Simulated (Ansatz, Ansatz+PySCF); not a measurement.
```tsv
atom	x (Å)	y (Å)	z (Å)
Be	0.0000	0.0000	-0.4755
H	0.0000	0.0000	1.9020
```

Basis set: 6-31G (spherical functions). All electrons are correlated. Correlation on ROHF uses semicanonical orbitals with singles. Charge 0, multiplicity 2.

Computed with Ansatz (development build ahead of 0.2.0); each method stands on the lowest determinant of its kind that the runs found.

The atomization energy at this shape (free ground-state atoms in the same class of orbitals less the molecule, no zero-point energy) of doublet BeH:

| method | atomization energy |
| --- | --- |
| PBE0 (unrestricted) | 10.61 kcal/mol |
| ROHF-CCSD(T) | 2.24 kcal/mol |
| UHF-MP2 | 3.56 kcal/mol |
| ROHF-MP2 | -0.63 kcal/mol |
| ROHF | -2.12 kcal/mol |

(1) What does UHF give?

Answers

(1) 6.28 kcal/mol. Caution for PBE0 (unrestricted): charge can spread falsely over distant fragments. Caution for ROHF-CCSD(T), UHF-MP2, ROHF-MP2: bonds are stretched, where a single reference can fail. Caution for UHF-MP2, UHF: the unrestricted determinant is spin contaminated. Caution for UHF: a free atom is spin contaminated.

This basis has no polarisation functions and is too small for such energies, which can lie far from measured ones in either direction.
